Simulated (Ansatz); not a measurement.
Mulliken charges of AlH$_{6}$NSiTe (`[NH2][AlH][SiH2][TeH]`) from PBE/def2-TZVPP in Ansatz (PBE0-D4/def2-TZVP geometry).

| atom | x (Å) | y (Å) | z (Å) | charge (e) |
| --- | --- | --- | --- | --- |
| N1 | -2.025 | 0.894 | -0.482 | -0.388 |
| Al2 | -0.417 | 0.864 | 0.247 | 0.377 |
| Si3 | 0.681 | -1.270 | 0.629 | -0.016 |
| Te4 | 2.589 | -1.045 | -1.006 | -0.054 |
| H5 | -2.505 | 1.729 | -0.777 | 0.144 |
| H6 | -2.577 | 0.080 | -0.701 | 0.147 |
| H7 | 0.323 | 2.239 | 0.521 | -0.119 |
| H8 | -0.053 | -2.464 | 0.124 | -0.045 |
| H9 | 1.195 | -1.602 | 1.987 | -0.044 |
| H10 | 2.873 | 0.523 | -0.538 | -0.002 |

Q: By hand: the dipole of these point charges (1 e Å = 4.8032 D).

A: Σ q r = (-0.356, 0.230, -0.044) e Å, of length 0.426 e Å = 2.05 D.

Q: How does the dipole of the full density compare? (Best estimate.)

A: Computed: (-0.397, 0.059, -0.016) e Å, 1.93 D; the point charges give 1.06 times that, at 25° from its direction.

Point charges leave out the atoms' own dipoles, such as those of lone pairs, and Mulliken's split depends on the basis, so the two needn't agree.
